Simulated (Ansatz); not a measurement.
Energy difference R1 → P1, each structure at its B3LYP-D3(BJ)/def2-TZVP stationary point, reached from a drawn start; harmonic modes at that level show minima.
R1, C3H8O2 (SMILES COCOC) (charge 0, multiplicity 1):
```json
[
 {"atom": "C", "x (Å)": "2.0302", "y (Å)": "0.6242", "z (Å)": "0.9578"},
 {"atom": "O", "x (Å)": "0.7008", "y (Å)": "0.2023", "z (Å)": "1.1747"},
 {"atom": "C", "x (Å)": "0.0058", "y (Å)": "0.0020", "z (Å)": "-0.0152"},
 {"atom": "O", "x (Å)": "-1.2758", "y (Å)": "-0.4070", "z (Å)": "0.3445"},
 {"atom": "C", "x (Å)": "-2.0988", "y (Å)": "-0.6486", "z (Å)": "-0.7765"},
 {"atom": "H", "x (Å)": "2.6024", "y (Å)": "-0.1211", "z (Å)": "0.3906"},
 {"atom": "H", "x (Å)": "2.0673", "y (Å)": "1.5788", "z (Å)": "0.4173"},
 {"atom": "H", "x (Å)": "2.4872", "y (Å)": "0.7527", "z (Å)": "1.9366"},
 {"atom": "H", "x (Å)": "-0.0360", "y (Å)": "0.9390", "z (Å)": "-0.6035"},
 {"atom": "H", "x (Å)": "0.5029", "y (Å)": "-0.7729", "z (Å)": "-0.6301"},
 {"atom": "H", "x (Å)": "-3.0697", "y (Å)": "-0.9602", "z (Å)": "-0.3975"},
 {"atom": "H", "x (Å)": "-1.6906", "y (Å)": "-1.4446", "z (Å)": "-1.4125"},
 {"atom": "H", "x (Å)": "-2.2258", "y (Å)": "0.2553", "z (Å)": "-1.3860"}
]
```
P1, C3H8O2 (SMILES COCOC) (charge 0, multiplicity 1):
```xyz
13

C      1.30275     1.16844     0.69125
O     -0.01510     0.71798     0.96684
C     -0.81912     0.60456    -0.17478
O     -0.41101    -0.40359    -1.05777
C     -0.56337    -1.71413    -0.53347
H      1.84434     0.46192     0.05735
H      1.28502     2.14596     0.19448
H      1.81194     1.26228     1.64844
H     -1.82928     0.40913     0.20105
H     -0.79709     1.52934    -0.76142
H     -0.26301    -2.40592    -1.31800
H     -1.60846    -1.90698    -0.26286
H      0.06240    -1.86891     0.34900
```

P less R. No zero-point or thermal terms. One arrangement of each flexible species, with no search for the lowest.

Correlated levels freeze the cores.

Codes used: Ansatz (a program for electronic structure) with Gaussian orbitals. No computed number here is a measurement.

Task: What reaction energy does MP2/cc-pVDZ give?

Result: -6.8 kcal/mol

Task: What reaction energy does revPBE/def2-TZVPP give?

Result: -5.0 kcal/mol

Task: What reaction energy does CCSD(T)/cc-pVTZ give?

Result: -6.0 kcal/mol
